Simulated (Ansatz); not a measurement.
CH4O2SeSi, SMILES `O[Si]1([SeH])CO1`. Total charge 0; spin multiplicity 1.

Cartesian coordinates in Å:
```
O -1.8717 0.5530 0.5763
Si -0.4833 -0.1274 0.0715
Se -1.1636 -1.9088 -1.1044
C 1.1076 0.6959 -0.0652
O 0.7942 -0.2216 1.0935
H -1.8101 1.2476 1.2355
H 0.2304 -2.2742 -1.3904
H 1.2755 1.7205 0.2623
H 1.9212 0.3149 -0.6792
```

Task: What are the harmonic wavenumbers in cm⁻¹ at PBE0-D4/def2-TZVP (Ansatz, finite differences of forces, unscaled)? (An estimate is asked.)

Result: The calculation gave: 108, 162, 206, 227, 264, 315, 399, 653, 697, 742, 762, 818, 933, 1069, 1094, 1146, 1467, 2447, 3097, 3174, 3907.

Task: Is this a minimum?

Result: Yes, all 21 modes are real.

Task: Give the ideal-gas thermochemistry at 298.15 K and 1 bar (rigid rotor, harmonic oscillator; point group C1, symmetry number 1).

Result: Zero-point energy 141.7 kJ/mol; H(298) − E = 162.7 kJ/mol; entropy 353.2 J/(mol·K), of which translation 171.8, rotation 116.8, vibration 64.6; G(298) − E = 57.4 kJ/mol.

Task: And at 400, 500, 600, 800 and 1000 K?

Result: 
```tsv
T (K)	H − E (kJ/mol)	S (J/mol/K)	G − E (kJ/mol)
400	174.5	387.1	19.6
500	187.6	416.2	-20.6
600	201.8	442.1	-63.5
800	232.5	486.3	-156.5
1000	265.6	523.1	-257.5
```

Task: Rotational constants (cm⁻¹)?

Result: 0.1611, 0.05152, 0.04258.
